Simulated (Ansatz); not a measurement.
Reaction (ligand exchange at the Al–C bond): `[CH3][AlH][Br]` + H₂S → `[SH][AlH][Br]` + CH₄

Gas-phase electronic energies from Ansatz, PBE0-D4/def2-TZVP geometries. CCSD(T)/CBS adds triple-zeta CCSD(T) − MP2 to the extrapolated MP2 energy (def2 sets, frozen cores). This one scheme is used for every species. DFT in def2-TZVPP. HSE06 is defined as in plane-wave codes. For Br outer-core shells are correlated without core-valence functions, which leaves a few kJ/mol of doubt a bond. Scalar relativity is left out up to krypton. Each species was taken in one conformer, which may not be the lowest.

| level | ΔE (kJ/mol) | difference from CCSD(T)/CBS |
| --- | --- | --- |
| LDA (SPW92) | -115.1 | 4.7 |
| revPBE-D4 | -119.4 | 0.4 |
| B97M-V | -121.6 | -1.8 |
| ωB97X-V | -117.3 | 2.5 |
| B2PLYP | -119.6 | 0.2 |
| PBE | -117.8 | 2.0 |
| r2SCAN | -122.6 | -2.8 |
| PBE0 | -119.3 | 0.5 |
| HSE06 | -119.4 | 0.4 |
| BHLYP | -119.4 | 0.4 |
| CAM-B3LYP | -115.4 | 4.4 |
| LC-ωPBE | -116.0 | 3.8 |
| CCSD(T)/def2-SVP | -121.3 | -1.5 |
| MP2/def2-TZVPP | -122.4 | -2.6 |
| CCSD/def2-TZVPP | -117.2 | 2.6 |
| MP2/CBS(def2) | -124.1 | -4.3 |
| CCSD(T)/CBS | -119.8 | 0 |

Largest T1 diagnostic among the species: 0.009.

From BLYP to BHLYP (50 % exact exchange), in def2-TZVPP and without D4, ΔE moves by −3.5 kJ/mol. Leaving LDA and LC-ωPBE aside and taking each functional with its dispersion term where it has one, the values, not all of them listed here, spread over 6.5 kJ/mol, from r2SCAN0-D4 to ωB97M-V.
